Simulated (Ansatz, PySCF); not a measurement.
Bond stretch in SAl (cation, charge +1), lowest singlet found (which spin is the ground state isn't settled by this scan).

- UKS-BP86/6-31G* = unrestricted BP86/6-31G*, spherical d (PySCF 2.14.0)
- UCCSD = CCSD on UHF/cc-pVDZ, frozen core in Ansatz (a program for electronic structure)
- UKS-PBE = unrestricted PBE/cc-pVDZ run with Ansatz

Energies are in kcal/mol, each relative to the lowest point of its own curve between 2.13 and 2.67 Å, where full CI is lowest.

```csv
R / Å,UKS-BP86/6-31G*,UCCSD,UKS-PBE
2.13,…,1.0,1.0
2.21,0.0,0.0,0.0
2.28,0.7,…,0.4
2.35,…,1.9,1.8
2.45,…,4.5,4.8
2.54,8.8,…,8.1
2.67,13.5,…,12.9
2.83,16.5,5.8,16.2
```

Problem. Complete the blanks.

Solution. 
- 2.13, UKS-BP86/6-31G*: 0.6
- 2.28, UCCSD: 0.5
- 2.35, UKS-BP86/6-31G*: 2.3
- 2.45, UKS-BP86/6-31G*: 5.5
- 2.54, UCCSD: 7.0
- 2.67, UCCSD: 7.5

The scan ran from 1.63 to 7.65 Å; beyond the distances shown full CI changes its symmetry label. The unrestricted determinant behind UKS-BP86/6-31G*, UKS-PBE is spin-contaminated at 2.13 to 2.83 Å (<S²> up to 1.0, against 0.00 for a pure singlet). The unrestricted determinant behind UCCSD is spin-contaminated at 2.13 to 2.83 Å (<S²> up to 1.1, against 0.00 for a pure singlet).
